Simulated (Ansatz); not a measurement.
A nudged elastic band was laid between two geometries of CH₇PSeSi (11 atoms, charge 0, multiplicity 1).

Theory: RKS PBE-D4/def2-mTZVP in Ansatz 0.2.0.

| Quantity | Value |
| --- | --- |
| movable images | 7 |
| climbing image | yes |
| spring | 5.0 eV/Å² |
| optimiser | quadratic models (default) |
| start path | IDPP |
| force threshold | 0.05 eV/Å |
| iteration limit | 60 |
| end points | relaxed |

First end point:

```xyz
11
Properties=species:S:1:pos:R:3
C 0.320 2.077 0.330
Se -0.223 0.733 1.684
Si -0.818 -0.902 0.193
P 0.991 -1.558 -1.033
H 1.111 1.678 -0.313
H -0.546 2.380 -0.267
H 0.703 2.940 0.886
H -1.435 -1.987 1.019
H -1.831 -0.384 -0.786
H 0.289 -2.626 -1.693
H 1.505 -2.409 0.001
```

Last end point:

```xyz
11
Properties=species:S:1:pos:R:3
C 0.420 1.843 0.089
Se -0.178 0.748 1.629
Si -1.007 -1.010 0.404
P 0.447 -2.159 -0.920
H 1.214 1.326 -0.461
H -0.422 2.070 -0.574
H 0.816 2.775 0.506
H -1.565 -1.959 1.417
H -2.109 -0.554 -0.506
H 0.929 -0.990 -1.602
H 1.517 -2.146 0.038
```

**Question.** Which bonds break or form, and what moves?

**Answer.** No bond is made or broken. The height of P4 over the plane of its neighbours goes from -0.87 to 0.86 Å.

**Question.** What energy profile does the band end with?

**Answer.** The forces met the threshold. The highest image is number 4 of 0 to 8, 0.93 eV above the first end and 0.95 eV above the last; the last end lies 0.02 eV below the first. A vibrational analysis at the climbing image gives one clearly imaginary mode, 657i cm⁻¹: a first-order saddle point.

| image | path coordinate (Å) | energy (eV) | height of P4 over the plane of its neighbours (Å) |
| --- | --- | --- | --- |
| 0 | 0.00 | 0.00 | -0.87 |
| 1 | 0.46 | 0.01 | -0.85 |
| 2 | 0.92 | 0.06 | -0.80 |
| 3 | 1.38 | 0.40 | -0.51 |
| 4 | 1.84 | 0.93 | 0.00 |
| 5 | 2.30 | 0.38 | 0.51 |
| 6 | 2.77 | 0.04 | 0.80 |
| 7 | 3.23 | -0.01 | 0.85 |
| 8 | 3.69 | -0.02 | 0.86 |

**Question.** What is the geometry of the highest image?

**Answer.** 
```xyz
11
Properties=species:S:1:pos:R:3
C 0.479 1.951 0.077
Se -0.353 1.052 1.631
Si -1.033 -0.838 0.527
P 0.542 -1.859 -0.604
H 1.113 1.233 -0.457
H -0.292 2.354 -0.588
H 1.093 2.767 0.475
H -1.650 -1.670 1.605
H -2.013 -0.590 -0.579
H 0.454 -2.055 -1.995
H 1.726 -2.401 -0.070
```

**Question.** What are the harmonic wavenumbers there?

**Answer.** 657i, 80, 110, 124, 162, 256, 354, 412, 495, 537, 575, 706, 780, 867, 906, 918, 1007, 1286, 1438, 1451, 2144, 2165, 2462, 2507, 2989, 3082, 3095 cm⁻¹.

Time of the run: 2.9 min on 2 threads of Arm Neoverse V1 (shared host), peak memory 0.18 GiB.
